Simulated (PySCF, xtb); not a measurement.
H2Mo, SMILES [MoH2] (connectivity only; charge and spin as stated), neutral, multiplicity 5.

Harmonic wavenumbers (cm⁻¹) from GFN2-xTB in xtb 6.7.1 at its own minimum, in rising order: 748, 1828, 1845.

Question: What does r2SCAN-D4/def2-TZVPD run with PySCF 2.14.0 give at its own minimum? (Estimate from the structure and the level; the computed values follow.)

Answer: 586, 1824, 1834. Paired by order, the mean absolute difference is 59 cm⁻¹ and the zero-point energies are 6.3 and 6.1 kcal/mol.
